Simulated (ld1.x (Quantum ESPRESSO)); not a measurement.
**Before and after: TM potential for ruthenium (Ru)**

Ru, norm-conserving Troullier–Martins (Kleinman–Bylander form), made with ld1.x (Quantum ESPRESSO) 7.5 (PBE, fully relativistic). Core [Ar] 3d10 4s2, reference 4p6 4d7.5 5s0.5 5p0. Waves: 4p (bound): rc 1.35 bohr; 4d (bound): rc 1.45 bohr; 5s (bound): rc 2.05 bohr. Local part: the s channel. Core correction: a·sin(br)/r model core inside 1.10 bohr.

Open shells are filled in proportion to 2j + 1 (rel_dist='average').

All-electron outer shells of the reference configuration (PBE, scalar-relativistic, ld1.x):

```tsv
shell	level (eV)	outermost node (bohr)	outermost maximum (bohr)
3d	-271.56	–	0.30
4s	-74.90	0.48	0.92
4p	-45.01	0.49	0.98
4d	-4.12	0.48	1.23
5s	-3.80	1.24	2.80
5p	-0.71	1.42	4.17
```

Change: wave 4d (bound): rc 1.45 bohr becomes 4d (bound): rc 1.12 bohr.

Cutoffs: the cutoffs (Ry, on a coarse ladder) from which the occupation-weighted sum of valence levels, in a spherical-Bessel basis at the reference potential, stays within 10 and 1 mRy of its value at 400 Ry; they do not see the model core or the augmentation charge, which bear on the density cutoff. Errors are all-electron minus pseudo energies relative to the spin-unpolarised reference configuration.

Q: What does the change do?

A: The potential gets harder (70 Ry and 120 Ry → 100 Ry and 140 Ry); the errors of the 7 common tests hardly move; neither file shows a bound ghost at the reference potential, the only one tested. A smaller radius makes the pseudo-wave follow the all-electron one further in, where it bends more sharply, so more plane waves are needed.

```tsv
quantity	base	changed
cutoff, loose	70 Ry	100 Ry
cutoff, tight	120 Ry	140 Ry
loose cutoff by channel (10 mRy a level)	p 55 Ry, d 45 Ry, s 12 Ry	p 55 Ry, d 55 Ry, s 12 Ry
bound ghosts	none	none
error for 4p6 4d7 5s1 5p0, meV [ΔE 0.32 eV]	-11	-11
error for 4p6 4d7 5s0 5p0, meV [ΔE 7.61 eV]	-8.8	-8.3
error for 4p6 4d6 5s0 5p0, meV [ΔE 25.80 eV]	-124	-123
error for 4p6 4d4 5s0 5p0, meV [ΔE 100.92 eV]	-1014	-1015
error for 4p6 4d6 5s1 5p1, meV [ΔE 5.97 eV]	-666	-665
error for 4p6 4d8 5s0 5p0, meV [ΔE -0.02 eV]	-9.6	-10.0
error for 4p6 4d6 5s1 5p0, meV [ΔE 10.43 eV]	-83	-82
s: phases at 2.25 bohr within 0.05 rad from the reference energy up to (Ry; the scan ends near 5)	0.3	0.3
p1/2: phases at 2.25 bohr within 0.05 rad from the reference energy up to (Ry; the scan ends near 5)	-1.2	-1.2
p3/2: phases at 2.25 bohr within 0.05 rad from the reference energy up to (Ry; the scan ends near 5)	-1.1	-1.1
d3/2: phases at 2.25 bohr within 0.05 rad from the reference energy up to (Ry; the scan ends near 5)	1.4	1.4
d5/2: phases at 2.25 bohr within 0.05 rad from the reference energy up to (Ry; the scan ends near 5)	1.5	1.5
```

Base: These tests converged, but a pseudo level misses the all-electron one widely, so the file describes the atom poorly there or has found another state: 4p6 4d4 5s0 5p0: empty 5p by 3.6 eV. Changed file: These tests converged, but a pseudo level misses the all-electron one widely, so the file describes the atom poorly there or has found another state: 4p6 4d4 5s0 5p0: empty 5p by 3.6 eV.
